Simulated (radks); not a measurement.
These are the eigenvalues of the occupied orbitals of an atom or ion with whole-number occupations (eV). Calculated with a radial shooting solver on a logarithmic mesh with Libxc functionals: Dirac Kohn-Sham, LDA (Slater exchange, Perdew-Wang correlation), spin-unpolarised, spherical densities, finite nucleus; Fermi nuclear charge, rms radius of each element as measured or else 0.836 A^(1/3) + 0.57 fm.

1s1/2: -3109.969
2s1/2: -295.9229
2p1/2: -231.3165
2p3/2: -229.0880
3s1/2: -24.2612
3p1/2: -10.5035
3p3/2: -10.3241

Which element is it, and in what charge state? The configuration may be excited. Open shells, if any, fill j = l - 1/2 first.

Answer. Z = 18, argon, charge 0: Ar in [Ar]. The list shows which subshells hold electrons but not how many an open one holds; the 1s level, -114.29 hartree, gives Z - s = 15.1 by -(Z - s)^2/2, which with screening and relativity narrows Z to a few neighbours, and the depths of the outer levels then fix element, charge and occupations together.
